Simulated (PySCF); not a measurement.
As₂, SMILES [As]#[As].

Geometry: B3LYP-D3(BJ)/def2-TZVP.

These are TDDFT-LC-ωPBE/def2-TZVPD run with PySCF values and carry that method's errors.

Vertical excitations; the highest root listed may be one member of a degenerate set. Isolated molecule, no solvent. State labels are in the subgroup D2h.

| state | symmetry | energy (eV) | λ (nm) | f | main pairs |
|---|---|---|---|---|---|
| S1 | Au | 2.46 | 505 | 0.000 | HOMO−1→LUMO 51 %, HOMO→LUMO+1 51 % |
| S2 | B1u | 2.99 | 415 | 0.000 | HOMO−1→LUMO+1, HOMO→LUMO (degenerate set) |
| S3 | Au | 2.99 | 415 | 0.000 | HOMO→LUMO+1, HOMO−1→LUMO (degenerate set) |
| S4 | B3g | 3.58 | 346 | 0.000 | HOMO−2→LUMO+1 (degenerate set) |
| S5 | B2g | 3.58 | 346 | 0.000 | HOMO−2→LUMO (degenerate set) |
| S6 | B1u | 5.39 | 230 | 0.243 | HOMO→LUMO 44 %, HOMO−1→LUMO+1 44 %, HOMO−2→LUMO+2 9 % |
| S7 | B3g | 7.12 | 174 | 0.000 | HOMO−1→LUMO+2 (degenerate set) |
| S8 | B2g | 7.12 | 174 | 0.000 | HOMO→LUMO+2 (degenerate set) |
| S9 | B3u | 7.34 | 169 | 0.230 | HOMO→LUMO+3 (degenerate set) |
| S10 | B2u | 7.34 | 169 | 0.230 | HOMO−1→LUMO+3 (degenerate set) |
| T1 | B1u | 1.72 | 722 | 0 | HOMO−1→LUMO+1 49 %, HOMO→LUMO 49 % |
| T2 | Au | 2.10 | 590 | 0 | HOMO−1→LUMO, HOMO→LUMO+1 (degenerate set) |
| T3 | B1u | 2.10 | 590 | 0 | HOMO→LUMO, HOMO−1→LUMO+1 (degenerate set) |
| T4 | Au | 2.65 | 467 | 0 | HOMO→LUMO+1 49 %, HOMO−1→LUMO 49 % |
Triplets are in the Tamm–Dancoff approximation, which puts them higher than full response would, so one can lie above its singlet here.
